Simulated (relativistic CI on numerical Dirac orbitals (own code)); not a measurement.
**How well does a small relativistic CI reproduce Pb4+?**

Method of calculation: Dirac-Coulomb-Breit CI, KLI orbitals optimised for each configuration, model QED, valence Slater integrals scaled by 0.85, P86 correlation energy added to each configuration (own radial code, finite nucleus).

Configuration list (outside the closed core [Xe] 4f14): 5d¹⁰, 5d⁹6s, 5d⁹5f, 5d⁹6p, 5d⁹7s, 5d⁹6d, 5d⁹7p, 5d⁹7d, 5d⁹6f, 5d⁹5g, 5d⁹7f, 5d⁹6g. Double excitations out of closed p, d and f shells are left out; levels of such configurations are missing from the list, as are those of other unlisted configurations, and high levels can miss mixing partners.

```
Configuration  Term (tabulated)  J  Measured (cm⁻¹)  Computed  Error  Purity (%)
         5d¹⁰                1S  0              0.0         0      0         100
        5d⁹6s                3D  1         132711.0    138971   6260         100
        5d⁹6s                1D  2         135997.0    142912   6915          60
        5d⁹6p    ³P° (computed)  2         194803.0    202170   7367          67
        5d⁹6p    ³F° (computed)  3         197131.0    204632   7501          50
        5d⁹6p    ³F° (computed)  2         217069.0    223471   6402          84
        5d⁹6p    ³P° (computed)  1         219488.0    225560   6072          67
        5d⁹6p    ³F° (computed)  4         221069.0    226359   5290         100
        5d⁹6p    ¹D° (computed)  2         223909.0    230344   6435          66
        5d⁹6p    ³D° (computed)  3         226511.0    232535   6024          74
        5d⁹6p    ¹P° (computed)  1         227835.0    233829   5994          87
        5d⁹6p    ³P° (computed)  0         237660.0    243773   6113         100
        5d⁹6p    ³F° (computed)  3         244661.0    249537   4876          49
        5d⁹6p    ³D° (computed)  1         245277.0    250311   5034          58
        5d⁹6p    ³D° (computed)  2         247595.0    252938   5343          57
        5d⁹7s                3D  3         338440.0    339258    818          98
        5d⁹7s                3D  1         360496.0    360521     25          99
```

Measured levels from Moore, Atomic Energy Levels, vol. III, NSRDS-NBS 35 (1971 reprint of NBS Circular 467, 1958); pairs were made by configuration, J and term (by order where the table uses no LS term), so strongly mixed levels may be paired wrongly. The analysis dates from before 1960.

Mean error by configuration (cm⁻¹): 5d⁹6s 6588; 5d⁹6p 6038; 5d⁹7s 422. Over the excited levels the mean absolute error is 5404 cm⁻¹ (16 of the 21 excited levels that our extract of the source holds in range could be paired, and the others can miss by more), and the median relative error of those above 1,000 cm⁻¹ is 2.6 %.
